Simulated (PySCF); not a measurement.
Compound: C₈H₁₀O₃.
Numbering: `[CH3:1][O:2][C@@H:3]1[CH2:4][C@H:5]1[C:6]1=[CH:7][O:8][CH:9]=[CH:10][O:11]1`

Structure used (GFN2-xTB), in Å, numbered top down from 1:
```xyz
21
C8H10O3 angstrom
C     -3.0501    0.5885   -0.8003
O     -2.7758   -0.5159    0.0336
C     -1.4487   -0.9116   -0.0076
C     -0.8910   -1.6087    1.1835
C     -0.4345   -0.2040    0.8734
C      0.9213    0.0959    0.3876
C      1.6768   -0.7014   -0.3584
O      2.9544   -0.3872   -0.8109
C      3.3838    0.8389   -0.3438
C      2.6436    1.6463    0.3944
O      1.3468    1.3647    0.7928
H     -2.8267    0.3547   -1.8477
H     -4.1117    0.7992   -0.6925
H     -2.4674    1.4667   -0.5018
H     -1.1037   -1.2141   -0.9962
H     -0.1995   -2.4207    1.0268
H     -1.5492   -1.7345    2.0284
H     -0.8218    0.5797    1.5117
H      1.3719   -1.6807   -0.6796
H      4.3914    1.0621   -0.6451
H      2.9812    2.5991    0.7607
```

Probes without a nucleus sit at each ring's centroid and 1 Å off its mean plane on both sides; NICS is minus the shielding there, NICSzz its component along the normal. Level: GIAO PBE0/pcSseg-1 (PySCF, non-relativistic, gas phase) on the GFN2-xTB geometry, one conformer.

Ring bond lengths (Å), with Mayer bond orders in brackets: C3–C4 1.489 (0.98), C4–C5 1.509 (0.93), C5–C3 1.518 (0.89); C6–C7 1.328 (1.77), C7–O8 1.391 (0.91), O8–C9 1.381 (0.96), C9–C10 1.321 (1.84), C10–O11 1.386 (0.95), O11–C6 1.398 (0.95).

Q: Give the NICS values of each ring in ppm.

A: 
| ring | type | NICS(0) | NICS(1), two faces | NICS(1)zz, two faces | rms pucker (Å) | centre to ring atoms, mean (Å) |
| --- | --- | --- | --- | --- | --- | --- |
| C3–C4–C5 | 3-membered carbocycle; formal bonds all single | -41.0 | -7.2 / -10.5 | -17.3 / -24.2 | 0.00 | 0.87 |
| C6–C7–O8–C9–C10–O11 | 6-membered ring with 2 O; formal bonds 2 double, 4 single | 8.3 | 4.9 / 5.4 | 21.0 / 21.8 | 0.02 | 1.37 |

Q: What do they say, and how far can they be read as aromaticity?

A: 
- C3–C4–C5: mean NICS(1)zz -20.8 ppm, shielded. C3, C4, C5 have four or more neighbours, so the value isn't read as a sign of a π ring current. The two faces differ by 6.9 ppm, so no symmetry operation interchanges them. NICS(0) lies 32 ppm below the mean NICS(1).
- C6–C7–O8–C9–C10–O11: mean NICS(1)zz 21.4 ppm, deshielded.

Q: And the bond-length index? HOMA takes Krygowski's 1993 parameters.

A: 
- C6–C7–O8–C9–C10–O11: HOMA -0.97; the largest term is that of O11–C6, α(R − Ropt)² = 2.79. The geometric and the magnetic index point the same way.

Q: What is the mean of the two in-plane components of NICS at the second NICS(1) probe listed for ring C3–C4–C5, 1 Å off the ring?

A: The isotropic value is a third of the trace: (3 × -10.5 − (-24.2))/2 = -3.7 ppm.

Q: How shielded are the nuclei of the rings and their hydrogens (means over atoms taken as equivalent)?

A: 
```csv
atoms,environment,σ isotropic (ppm),"principal values of the symmetric part, first atom (ppm)"
C3,sp3 carbon bound to oxygen,118.5,"74.2, 93.1, 188.2"
C4,three-membered-ring carbon,167.3,"150.0, 156.4, 195.6"
C5,allylic carbon,167.6,"133.0, 149.5, 220.1"
C6,vinylic carbon bearing oxygen,37.3,"-40.9, 51.5, 101.3"
C7,vinylic carbon bearing oxygen,63.2,"-10.3, 93.9, 106.1"
O8,cyclic ether oxygen,237.1,"166.0, 184.0, 361.3"
C9,vinylic carbon bearing oxygen,52.8,"-31.3, 82.5, 107.1"
C10,vinylic carbon bearing oxygen,53.5,"-28.7, 86.0, 103.4"
O11,cyclic ether oxygen,215.0,"145.5, 173.8, 325.6"
H15,methine hydrogen,28.96,"23.7, 29.1, 34.0"
H16,methylene hydrogen,31.31,"26.5, 28.6, 38.8"
H17,methylene hydrogen,30.47,"25.4, 27.1, 38.9"
H18,methine hydrogen,30.77,"25.4, 29.7, 37.2"
H19,vinylic hydrogen,27.00,"23.9, 25.2, 31.9"
```

The list is cut; further classes of hydrogen are left out.

On one thread of an Arm Neoverse V2, no GPU, on a shared host, this took 54 s. This is the whole shielding run at PBE0/pcSseg-1, SCF included.
